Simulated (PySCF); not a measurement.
Input for PySCF:
```python
from pyscf import gto, scf, mcscf, mp
import numpy

mol = gto.M(
    atom='''
Se    0.040881   -0.370794    1.087188
Ge   -0.693248    1.439416   -0.162964
H    -1.394130    2.361927    0.791125
H     0.427518    2.194523   -0.819283
H    -1.680840    1.064232   -1.238066
O     1.129205   -1.183857   -0.145291
Si    0.854373   -1.718524   -1.657259
H    -0.228485   -2.703999   -1.684030
H     2.184586   -2.253518   -1.910005
H     0.490465   -0.587278   -2.525322
''',
    basis='sto-3g',
    charge=0,
    spin=0,
    verbose=4,
)

mf = scf.RHF(mol)
mf.kernel()
mc = mcscf.CASSCF(mf, 4, 4)
mc.fix_spin_(ss=0.0)
noons, natorbs = mcscf.addons.make_natural_orbitals(mp.MP2(mf).run())
mc.kernel(natorbs)
occ = numpy.linalg.eigvalsh(mc.fcisolver.make_rdm1(mc.ci, mc.ncas, mc.nelecas))[::-1]
ss = mc.fcisolver.spin_square(mc.ci, mc.ncas, mc.nelecas)[0]
print('natural occupations', occ.round(4), ' <S^2>', round(ss, 4))
```

What natural occupations of the active orbitals does CASSCF(4,4)/STO-3G run with PySCF give?

1.98, 1.95, 0.05, 0.02

Give the SCF-reference Mulliken (on the basis functions themselves) charges in atom order at the level CASSCF(4,4)/STO-3G.

Se1 0.01, Ge2 0.47, H3 -0.11, H4 -0.11, H5 -0.12, O6 -0.49, Si7 0.84, H8 -0.16, H9 -0.15, H10 -0.17

Estimate the SCF-reference dipole moment that CASSCF(4,4)/STO-3G returns for this input.

2.31 D

What number of basis functions does CASSCF(4,4)/STO-3G give?

56

Predict the SCF-reference HOMO-LUMO gap from CASSCF(4,4)/STO-3G.

14.47 eV
